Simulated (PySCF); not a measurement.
## Electron affinity of Ba by level of theory

Ba- [Xe] 5d1 6s2 [5d3/2^1, M_J = 3/2] → Ba [Xe] 6s2, as a difference of total energies. Calculation: PySCF 2.14, in x2c-TZVPall-2c with one added diffuse shell each of s, p, d type (12s12p10d1f, 105 functions); the two-component X2C-1e Hamiltonian. Correlated levels: [Kr] 4d10 frozen; the 24 highest virtual spinors dropped. "Screened" scales the spin-orbit matrix elements by Boettger's factors to mimic the two-electron term; Breit and QED terms are absent.

| method | electron affinity (eV) |
| --- | --- |
| GHF (spin-free) | -0.870 |
| GMP2 (spin-free) | -0.812 |
| GHF (screened spin-orbit) | -0.861 |
| GMP2 (screened spin-orbit) | -0.831 |

The configuration of this anion was assumed by filling the next shell in order. It is not the known or likely ground configuration (Ca⁻, Sr⁻ and Ba⁻, for instance, bind a p electron), so these values are not the electron affinity of the element.

A negative affinity means that the anion lies above the atom at that level of theory.
